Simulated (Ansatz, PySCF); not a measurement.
Gas-phase reaction in SMILES: F[Se]F [fluoro selenohypofluorite] -> F[Se]F as doublet, charge -1 (an electron is taken up)
Structures are relaxed separately at B3LYP-D3(BJ)/def2-TZVP in Ansatz (a quantum-chemistry and plane-wave program).
Geometry of the first species:
SMILES: F[Se]F
```xyz
3

Se     0.0193    -0.0172     0.4006
F      0.6474     1.1463    -0.7415
F     -0.7202    -1.0811    -0.7717
```

Wanted: adiabatic electron affinity (0 K, with B3LYP-D3(BJ) harmonic zero-point energies from PySCF), positive where the reaction releases energy, in eV. Valence correlation only, unless marked. Open shells are spin-unrestricted. No spin-orbit coupling. Frozen are the shells of the preceding noble gas and the d and f shells that filled before the atom's block. Non-relativistic. FCI takes restricted orbitals. Anions need diffuse functions: aug- sets have them; def2-D sets add few; the other sets have none. CBS(X,Y): correlation extrapolated as X^-3; Hartree-Fock from the larger set. [CCSD(T)-MP2]/basis is that difference in the basis named.

```json
[
 {"level": "PBE0-D4/def2-TZVP", "program": "Ansatz + dftd4", "adiabatic electron affinity (eV)": "1.02", "minus last row": "-0.12"},
 {"level": "PBE0-D4/def2-TZVPD", "program": "Ansatz + dftd4", "adiabatic electron affinity (eV)": "1.23", "minus last row": "0.09"},
 {"level": "r2SCANh-D4/def2-TZVPD", "program": "Ansatz + dftd4", "adiabatic electron affinity (eV)": "1.31", "minus last row": "0.17"},
 {"level": "MN15-D3(BJ)/def2-TZVPD", "program": "PySCF + dftd3", "adiabatic electron affinity (eV)": "1.16", "minus last row": "0.02"},
 {"level": "HSE06/def2-TZVPD", "program": "Ansatz", "adiabatic electron affinity (eV)": "1.22", "minus last row": "0.08"},
 {"level": "wB97X-V/def2-TZVPD", "program": "Ansatz", "adiabatic electron affinity (eV)": "1.15", "minus last row": "0.01"},
 {"level": "MP2/cc-pVDZ", "program": "Ansatz", "adiabatic electron affinity (eV)": "0.16", "minus last row": "-0.98"},
 {"level": "CCSD/aug-cc-pVDZ", "program": "Ansatz", "adiabatic electron affinity (eV)": "1.19", "minus last row": "0.05"},
 {"level": "FCI/STO-3G", "program": "Ansatz", "adiabatic electron affinity (eV)": "-5.65", "minus last row": "-6.79"},
 {"level": "RI-MP2/CBS(aug-cc-pVTZ,aug-cc-pVQZ)+[CCSD(T)-MP2]/aug-cc-pVTZ", "program": "Ansatz", "adiabatic electron affinity (eV)": "1.14", "minus last row": "0.00"}
]
```
